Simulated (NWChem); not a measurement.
System: AlH3Se; SMILES [AlH2][SeH]

```xyz
5

Al    -0.1396     1.6349     0.0708
H     -1.3585     2.4790    -0.4821
H      1.2929     2.2265     0.3957
Se    -0.5322    -0.6372     0.4147
H      0.8480    -0.8870     0.8958
```
Atoms are numbered in this order, from 1.

Program: NWChem. Pople sets run with spherical d functions. All runs use the structure optimised with B3LYP/6-31G* (spherical d). GIAO values for the isolated, static molecule; σ is the absolute isotropic shielding, δ = σ(reference) − σ with the isolated reference molecule computed at the same levels (1H: tetramethylsilane). Spin-orbit effects, on the heavy nuclei and on their neighbours, are missing.

For level B3LYP/6-31G*:

σ Al1 (ppm): 353.9
σ Se4 (ppm): 1985.6
δ H5 (ppm): 1.69

Task: What are these values for level LDA (Slater exchange, VWN5)/pcSseg-1?

Result: 
| Quantity | Result |
|---|---|
| σ Al1 (ppm) | 236.0 |
| σ Se4 (ppm) | 1789.4 |
| δ H5 (ppm) | 2.72 |
